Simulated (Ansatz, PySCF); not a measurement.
Spin gap between two states, R1 and P1; the higher of the two is an excited state, each structure at its B3LYP-D3(BJ)/def2-TZVP stationary point, reached from a drawn start (curvature not checked).
R1, Cl2Sn (SMILES [Cl][Sn][Cl]) (charge 0, multiplicity 1):
```xyz
3

Sn     0.000     0.000    -1.036
Cl     1.813     0.000     0.518
Cl    -1.813     0.000     0.518
```
P1, Cl2Sn (SMILES [Cl][Sn][Cl]) (charge 0, multiplicity 3):
```xyz
3

Sn     0.0000     0.0000    -0.8048
Cl     2.0534     0.0000     0.4024
Cl    -2.0534     0.0000     0.4024
```

P less R. No zero-point or thermal terms; singlets are restricted closed shells; open shells are unrestricted; no spin–orbit coupling.

Frozen-core correlation throughout. In cc and def2 sets filled d and f shells under p-block atoms count as core. CBS(a, b) extrapolates the correlation energy as X⁻³ and adds the Hartree–Fock energy of set b.

Codes used: Ansatz (Gaussian basis) for Hartree–Fock, density functionals and correlated methods; PySCF for the D3/D4 terms. All values are computed, each at the level named. Elements past Kr take the def2 small-core potentials, without spin–orbit coupling.

```csv
level,spin gap (kJ/mol)
HF/def2-QZVPP,205.4
revPBE-D3(BJ)/def2-TZVPP,264.8
B3LYP/def2-TZVPP,275.6
B3LYP-D3(BJ)/def2-TZVPP,276.7
PBE0/def2-TZVPP,262.3
CAM-B3LYP/def2-TZVPP,274.5
B2PLYP-D3(BJ)/def2-TZVPP,?
SCS-MP2/def2-TZVPP,?
"CCSD(T)/CBS(def2-TZVPP, def2-QZVPP)",?
```

Q: Some entries are withheld; supply them.

A: 
- B2PLYP-D3(BJ)/def2-TZVPP, spin gap (kJ/mol): 271.9
- SCS-MP2/def2-TZVPP, spin gap (kJ/mol): 264.0
- CCSD(T)/CBS(def2-TZVPP, def2-QZVPP), spin gap (kJ/mol): 263.1

Ansatz is a quantum-chemistry and plane-wave program.
